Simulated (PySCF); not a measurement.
Isomers of C5H8OSSi, one GFN2-xTB conformer each. Single-point energies are computed at PBE0/pcSseg-1 (PySCF, gas phase, no added dispersion term), electronic only.

```
               SMILES  GFN2-xTB relative energy (kcal/mol)
CC#C[C@@H]1CO[SiH2]S1                                  0.0
    C[SiH2]c1ccc(S)o1                                 26.9
  C=C(C)[Si@H]1OC=CS1                                  1.9
```

Conformers: `[CH3:1][C:2]#[C:3][C@@H:4]1[CH2:5][O:6][SiH2:7][S:8]1` with C3–C4–C5–O6 -75°, C4–C5–O6–Si7 -32°, C5–O6–Si7–S8 5°, O6–Si7–S8–C4 17°; `[CH3:1][SiH2:2][c:3]1[cH:4][cH:5][c:6]([SH:7])[o:8]1` with C1–Si2–C3–C4 -126°, C5–C6–S7–H 180°; `[CH2:1]=[C:2]([CH3:3])[Si@H:4]1[O:5][CH:6]=[CH:7][S:8]1` with C1–C2–Si4–O5 -17°.

What does PBE0/pcSseg-1 give for the same structures?

```tsv
SMILES	PBE0/pcSseg-1 E (Eh)	PBE0/pcSseg-1 (kcal/mol)	GFN2-xTB (kcal/mol)	point group
C=C(C)[Si@H]1OC=CS1	-957.63910	0.0	1.9	C1
CC#C[C@@H]1CO[SiH2]S1	-957.60301	22.6	0.0	C1
C[SiH2]c1ccc(S)o1	-957.60176	23.4	26.9	C1
```

GFN2-xTB puts CC#C[C@@H]1CO[SiH2]S1 lowest instead; measured from each level's own lowest isomer, the values differ by up to 22.6 kcal/mol (CC#C[C@@H]1CO[SiH2]S1: 0.0 against 22.6). As drawn, the lowest has an Si–O bond and a C=C bond outside aromatic rings, which the highest lacks; the highest has an aromatic ring and an S–H bond, which the lowest lacks. Neighbours under 2.5 kcal/mol apart (CC#C[C@@H]1CO[SiH2]S1 and C[SiH2]c1ccc(S)o1) can change places with a better method, another conformer or zero-point energy.

Which frontier levels, dipoles and rotational constants go with these structures?

| SMILES | HOMO (eV, PBE0/pcSseg-1) | LUMO (eV) | dipole (D) | A, B, C (MHz) |
| --- | --- | --- | --- | --- |
| C=C(C)[Si@H]1OC=CS1 | -5.99 | -0.72 | 1.29 | 2677, 1069, 899.3 |
| CC#C[C@@H]1CO[SiH2]S1 | -6.80 | -0.13 | 1.43 | 2332, 933.3, 894.6 |
| C[SiH2]c1ccc(S)o1 | -6.04 | -0.16 | 0.78 | 3065, 759.9, 642.1 |
